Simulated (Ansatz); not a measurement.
Molecule: sum formula SiPH5, charge 0, multiplicity 1. 
Geometry from a B3LYP-D3(BJ)/def2-TZVP (Ansatz, a program for electronic structure) optimisation:
```
Si
H 1 1.4814
H 1 1.4814 2 109.01
H 1 1.4818 2 108.98 3 -118.83
P 1 2.2675 2 107.93 4 -124.18
H 5 1.4194 1 94.18 2 168.19
H 5 1.4194 6 93.73 1 94.47
```

CCSD(T) with Ansatz in growing basis sets, 14 correlated electrons. Correlated levels leave the core frozen unless marked. Open shells are spin-unrestricted. Spin-orbit coupling is left out. Non-relativistic. Costs are ratios of core time to the smallest set, on shared machines of one kind, and rough; they hold the program's checks for lower states.

```csv
basis,functions,cost over smallest,E(corr) (Eh),electronic atomisation energy (kcal/mol)
aug-cc-pV(D+d)Z,109,1×,-0.3037,423.7
aug-cc-pV(T+d)Z,225,5×,-0.3571,446.6
```

Formally CCSD grows as o²v⁴ and (T) as o³v⁴; with o = 7 and v going from 92 to 208 both grow 26-fold in the last step, while integrals and the mean field grow more slowly. That step adds 53.4 mEh of correlation energy and 22.9 kcal/mol to the atomisation energy.
